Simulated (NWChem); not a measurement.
System: SiNH$_{5}$O; SMILES N[SiH2]O

```xyz
8

Si    -0.4681     0.0273    -0.0013
N      0.4164    -1.4415     0.0098
O      0.5398     1.3603    -0.0250
H     -1.3167     0.0927     1.2291
H     -1.3266    -0.0041    -1.2234
H      0.8162    -1.7902    -0.8538
H      1.0036    -1.6799     0.8011
H      0.1434     2.2079     0.1963
```
Atoms are numbered in this order, from 1.

Coordinates come from a PBE0/def2-SVP optimisation.

Problem. List the 6 lowest vertical singlet excitations and the 6 lowest triplet ones from PBE0/def2-SVP, full TDDFT (NWChem).

Solution. 
```tsv
state	energy (eV)	oscillator strength	leading excitation (squared amplitude)
S1	7.40	0.025	HOMO → LUMO (0.98)
S2	7.99	0.035	HOMO−1 → LUMO+1 (0.51)
S3	8.29	0.058	HOMO → LUMO+1 (0.46)
S4	8.39	0.022	HOMO−1 → LUMO (0.90)
S5	8.84	0.001	HOMO → LUMO+3 (0.79)
S6	9.17	0.011	HOMO → LUMO+2 (0.77)
T1	6.79	spin-forbidden	HOMO → LUMO (0.96)
T2	7.33	spin-forbidden	HOMO → LUMO+1 (0.79)
T3	7.61	spin-forbidden	HOMO−1 → LUMO+1 (0.79)
T4	8.01	spin-forbidden	HOMO−1 → LUMO (0.82)
T5	8.49	spin-forbidden	HOMO → LUMO+3 (0.76)
T6	8.55	spin-forbidden	HOMO−2 → LUMO+1 (0.78)
```
